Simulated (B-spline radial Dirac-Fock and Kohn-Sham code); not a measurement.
## EELS cross sections of the Sc L3 (2p3/2) edge

System: the Sc atom, configuration [Ar] 3d1 4s2. The computed values come from a B-spline atomic structure program: the first Born approximation with generalised oscillator strengths from a Dirac-Hartree-Slater potential (longitudinal and transverse terms; continuum final states only, so no white lines or fine structure). The edge is taken at 398.7 eV (tabulated value).

Input file task.json (cfg lists n, l and occupation; rrms is the nuclear radius in fm):

```json
{"items": [{
  "Z": 21,
  "q": 0,
  "cfg": [[1, 0, 2], [2, 0, 2], [2, 1, 6], [3, 0, 2], [3, 1, 6], [3, 2, 1], [4, 0, 2]],
  "A": 45,
  "rrms": 3.5459,
  "do": "eels",
  "beams": [[60, 10], [60, 20], [60, 50], [80, 10], [80, 50], [80, 100], [100, 10], [100, 50], [100, 100], [120, 10], [120, 50], [200, 50], [200, 100], [300, 5]],
  "edges": {"L3": 398.7}
}]}
```

Run with: `python xray2_run.py task.json out`

Partial cross sections σ(β, Δ) in barn, integrated over a window Δ above the edge and up to the collection semi-angle β, for parallel illumination:

| E₀ (kV) | β (mrad) | Δ = 25 eV | Δ = 50 eV | Δ = 100 eV | Δ = 200 eV | Δ = 300 eV |
| --- | --- | --- | --- | --- | --- | --- |
| 60 | 10 | ? | ? | ? | ? | ? |
| 60 | 20 | 3320 | 6120 | 10400 | 15400 | 17900 |
| 60 | 50 | 4580 | 8540 | 14800 | 22600 | 27000 |
| 80 | 10 | 2060 | 3790 | 6360 | 9280 | 10700 |
| 80 | 50 | 3910 | 7310 | 12700 | 19500 | 23400 |
| 80 | 100 | 4110 | 7710 | 13500 | 21000 | 25600 |
| 100 | 10 | 2000 | 3670 | 6180 | 9080 | 10500 |
| 100 | 50 | 3460 | 6480 | 11200 | 17400 | 20900 |
| 100 | 100 | 3590 | 6730 | 11800 | 18400 | 22400 |
| 120 | 10 | 1930 | 3560 | 6020 | 8880 | 10300 |
| 120 | 50 | 3140 | 5890 | 10200 | 15800 | 19100 |
| 200 | 50 | 2460 | 4600 | 8020 | 12500 | 15100 |
| 200 | 100 | 2480 | 4650 | 8110 | 12700 | 15400 |
| 300 | 5 | 1260 | 2330 | 3940 | 5840 | 6810 |

Q: Give the row for 60 kV and 10 mrad.

A: 2120 b for 25 eV, 3880 b for 50 eV, 6470 b for 100 eV, 9360 b for 200 eV, 10800 b for 300 eV.
